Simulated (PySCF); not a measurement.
Isomers of C8H10O2, from PBE0-D3(BJ)/def2-SVP geometry optimisation, gas phase in PySCF. One conformer each, no zero-point energy, no frequencies.

Task: Which is lowest in electronic energy at this level?
A. `[CH2:1]=[CH:2][C:3](=[CH2:4])/[CH:5]=[CH:6]\[O:7][C:8]([CH3:9])=[O:10]` with C1–C2–C3–C4 -168°, C2–C3–C5–C6 52°, C5–C6–O7–C8 -178°, C6–O7–C8–C9 179°: A = 2422, B = 768.7, C = 666.3 MHz, dipole 1.68 D
B. `[CH2:1]=[CH:2][C:3](=[CH2:4])/[CH:5]=[C:6](\[CH3:7])[O:8][CH:9]=[O:10]` with C1–C2–C3–C4 177°, C2–C3–C5–C6 -73°, C5–C6–O8–C9 -4°, C6–O8–C9–O10 1°: A = 2046, B = 813.8, C = 759.8 MHz, dipole 2.04 D
C. `[CH3:1][O:2][c:3]1[cH:4][cH:5][cH:6][cH:7][c:8]1[O:9][CH3:10]` with C1–O2–C3–C4 0°, C7–C8–O9–C10 0°: A = 1664, B = 1357, C = 754.8 MHz, dipole 0.02 D
D. `[CH3:1][C:2](=[O:3])[O:4][C@@H:5]1[C@H:6]2[CH2:7][C@@H:8]3[C@H:9]2[C@H:10]13` with C1–C2–O4–C5 180°, C2–O4–C5–C6 -80°: A = 3692, B = 878.6, C = 790.7 MHz, dipole 2.04 D
E. `[CH3:1][O:2][CH2:3][c:4]1[cH:5][cH:6][c:7]([OH:8])[cH:9][cH:10]1` with C1–O2–C3–C4 69°, O2–C3–C4–C5 42°, C6–C7–O8–H 0°: A = 3439, B = 720.1, C = 665.3 MHz, dipole 1.10 D

Result: E. That is `COCc1ccc(O)cc1`, 8.6 kcal/mol below the next.

```tsv
SMILES	mapped SMILES	E (Eh)	relative (kcal/mol)	relative (kJ/mol)	dipole (D)
COCc1ccc(O)cc1	[CH3:1][O:2][CH2:3][c:4]1[cH:5][cH:6][c:7]([OH:8])[cH:9][cH:10]1	-460.45562	0.0	0.0	1.10
COc1ccccc1OC	[CH3:1][O:2][c:3]1[cH:4][cH:5][cH:6][cH:7][c:8]1[O:9][CH3:10]	-460.44193	8.6	35.9	0.02
C=CC(=C)/C=C\OC(C)=O	[CH2:1]=[CH:2][C:3](=[CH2:4])/[CH:5]=[CH:6]\[O:7][C:8]([CH3:9])=[O:10]	-460.41206	27.3	114.4	1.68
C=CC(=C)/C=C(\C)OC=O	[CH2:1]=[CH:2][C:3](=[CH2:4])/[CH:5]=[C:6](\[CH3:7])[O:8][CH:9]=[O:10]	-460.40342	32.8	137.1	2.04
CC(=O)O[C@@H]1[C@H]2C[C@@H]3[C@H]2[C@@H]31	[CH3:1][C:2](=[O:3])[O:4][C@@H:5]1[C@H:6]2[CH2:7][C@@H:8]3[C@H:9]2[C@H:10]13	-460.39961	35.1	147.1	2.04
```

As drawn, the lowest has an aromatic ring and an O–H bond, which the highest lacks; the highest has a three-membered ring, a four-membered ring and a C=O bond, which the lowest lacks.
